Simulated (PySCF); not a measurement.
Species: FH5Si2Te.
Cartesian coordinates in Å at the PBE0-D3(BJ)/def2-SVP level; atoms count from 1:
```xyz
9
FH5Si2Te angstrom
F     -1.8348   -1.3341   -1.2245
Si    -1.7712    0.0651   -0.3995
Te     0.0735    1.5086   -1.2170
Si     1.7925    0.0138   -0.1616
H     -3.0444    0.8027   -0.6188
H     -1.5652   -0.2874    1.0318
H      1.5471   -0.0874    1.3072
H      3.1137    0.6533   -0.4226
H      1.7477   -1.3474   -0.7681
```

Method: PBE0-D3(BJ)/def2-SVP geometry optimisation, gas phase, def2 core potentials past Kr in PySCF 2.14.0.

Task: Which atoms are bound to Te3, and at what distances?

Result: 2 atoms: Si2 2.481 Å, Si4 2.511 Å. The nearest atom not counted as bound is H5, at 3.25 Å (others tie with it).

Task: What is the shape at Te3?

Result: Bent: angle 91.4°. The Te–Si distances aren't all alike: 2.481 to 2.511 Å.

Task: What are the other bond lengths?

Result: F1–Si2 1.626 Å; Si2–H5, Si2–H6 1.488 Å; Si4–H7, Si4–H8, Si4–H9 1.491 Å.

Task: Give some angles away from the centre.

Result: F1–Si2–Te3 111.3°.

Task: What are the rotational constants (commonest isotopes, rigid rotor)?

Result: A = 2649, B = 1498, C = 1055 MHz: an asymmetric top.

Point group: C1 (no symmetry element, even within 0.4 Å). Charge 0, singlet. Stationary, but not proved a minimum.

One conformer stands for the species.
